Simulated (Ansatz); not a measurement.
One change: `[CH3][Ge]([F])([F])[Cl]` becomes `[CH3][Ge]([NH2])([F])[Cl]`.

Ansatz, PBE0-D4/def2-TZVP geometries, multiplicity 1. Each molecule was computed in one conformer, which needn't be the lowest.

Scalar relativity is left out up to krypton.

```
                                                                                  property  `[CH3][Ge]([F])([F])[Cl]`
                                                       LUMO energy (B3LYP/def2-TZVPP) / eV                      -0.77
                                                       HOMO energy (B3LYP/def2-TZVPP) / eV                      -9.35
ideal-gas entropy at 298 K and 1 bar (rigid rotor, harmonic PBE0-D4/def2-TZVP) / J/(mol·K)                        357
                                                        LUMO energy (PBE0/def2-TZVPP) / eV                      -0.40
                                            zero-point energy (PBE0-D4/def2-TZVP) / kJ/mol                      113.0
                                          size of the dipole moment (B3LYP/def2-TZVPP) / D                       3.30
```

Q: What does the change do to each property? (Estimate.)

A: The calculation gave: 
```json
{"property": "LUMO energy (B3LYP/def2-TZVPP) / eV", "`[CH3][Ge]([NH2])([F])[Cl]`": "-0.26", "shift": "0.51"}
{"property": "HOMO energy (B3LYP/def2-TZVPP) / eV", "`[CH3][Ge]([NH2])([F])[Cl]`": "-7.84", "shift": "1.51"}
{"property": "ideal-gas entropy at 298 K and 1 bar (rigid rotor, harmonic PBE0-D4/def2-TZVP) / J/(mol·K)", "`[CH3][Ge]([NH2])([F])[Cl]`": "373", "shift": "16"}
{"property": "LUMO energy (PBE0/def2-TZVPP) / eV", "`[CH3][Ge]([NH2])([F])[Cl]`": "0.10", "shift": "0.50"}
{"property": "zero-point energy (PBE0-D4/def2-TZVP) / kJ/mol", "`[CH3][Ge]([NH2])([F])[Cl]`": "174.5", "shift": "61.5"}
{"property": "size of the dipole moment (B3LYP/def2-TZVPP) / D", "`[CH3][Ge]([NH2])([F])[Cl]`": "2.87", "shift": "-0.43"}
```

With PBE0 the HOMO rises by 1.52 eV and the LUMO rises by 0.50 eV, so the gap narrows by about 1.02 eV. PBE moves the HOMO by 1.55 eV and ωB97M-V by 1.44 eV. The zero-point energy changes by 61.5 kJ/mol with +6 modes. Dipoles are sizes alone; their direction can turn.

B3LYP here is the variant with VWN-RPA as its local correlation; programs differ in this.
